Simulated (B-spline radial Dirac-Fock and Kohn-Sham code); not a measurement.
# Satellites and hypersatellites of the K lines of Ta¹⁷⁺

System: tantalum as Ta¹⁷⁺ in the configuration [Kr] 4d10 4f10.

Method: Dirac-Fock (average of configuration) total-energy differences with a finite nucleus, the Breit interaction including its frequency dependence, and self-energy and vacuum-polarisation corrections. Computed with a radial finite-basis atomic code. Each two-hole energy is an average over J within one jj subconfiguration, not an observable level; in light atoms, where LS coupling holds, the j-resolved values are not observed lines, and for a K spectator the Kα1 hypersatellite is nearly forbidden. Correlation and solid-state effects are left out.

Lines without a spectator: Kα2 (K-L2) 56276.9 eV, Kα1 (K-L3) 57533.0 eV, Kβ3 (K-M2) 64944.7 eV, Kβ1 (K-M3) 65218.9 eV. Shifts in eV with one spectator hole (a dash: not computed, or left out as unreliable):

| spectator hole | Kα2 | Kα1 | Kβ3 | Kβ1 |
| --- | --- | --- | --- | --- |
| K (1s) | +961.7 | +1032.2 | +1244.9 | +1261.4 |
| L2 (2p1/2) | +122.2 | +164.0 | – | +314.1 |
| L3 (2p3/2) | +93.5 | +102.2 | +238.6 | – |
| M2 (3p1/2) | – | +25.89 | +50.5 | +59.9 |
| M3 (3p3/2) | +14.42 | – | +43.4 | +44.0 |
| M4 (3d3/2) | +4.97 | +1.58 | – | – |
| M5 (3d5/2) | -0.35 | +3.61 | – | – |
